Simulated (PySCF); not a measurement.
CH$_{4}$BClS (SMILES CSBCl), singlet, geometry from GFN2-xTB. Base run: PySCF with M062X/6-31G.

PySCF was given this input:
```python
from pyscf import gto, scf, dft, solvent

mol = gto.M(
    atom='''
B    -0.457414    0.482255    0.214269
Cl    0.408935    1.778702    0.907431
H    -1.627059    0.521671    0.168502
S     0.404450   -0.925359   -0.437592
C    -0.972764   -1.971722   -1.034934
H    -1.617641   -2.230982   -0.202515
H    -0.526261   -2.866185   -1.454810
H    -1.528485   -1.437634   -1.797777
''',
    basis='6-31g',
    charge=0,
    spin=0,
    verbose=3,
)

mf = dft.RKS(mol)
mf.xc = 'm062x'
mf.kernel()
```

Variants of this job, named by their change:

```csv
change,ΔE vs base (kJ/mol),dipole (D),HOMO-LUMO gap (eV)
base,0.00,2.96,8.63
model = IEF-PCM; solvent = dichloromethane,-11.15,3.65,8.65
model = IEF-PCM; solvent = dichloromethane; vdw_scale = 1.4,-7.10,3.47,8.63
model = IEF-PCM; solvent = dichloromethane; lebedev_order = 11,-10.95,3.64,8.65
model = COSMO; solvent = dichloromethane,-10.99,3.63,8.65
model = C-PCM; solvent = dichloromethane,-11.71,3.68,8.65
model = IEF-PCM; solvent = acetonitrile,-12.87,3.76,8.65
model = IEF-PCM; solvent = n-hexane,-4.71,3.25,8.63
model = IEF-PCM; solvent = dichloromethane; lebedev_order = 41,-11.18,3.65,8.65
model = IEF-PCM; solvent = dichloromethane; vdw_scale = 1.0,-19.12,3.84,8.68
model = IEF-PCM; solvent = dichloromethane; r_probe = 0.5,-5.54,3.39,8.63
model = SS(V)PE; solvent = dichloromethane,-10.97,3.63,8.65
```

The base is the gas phase, so ΔE is the electrostatic part of solvation at a fixed geometry, without cavity and dispersion terms.
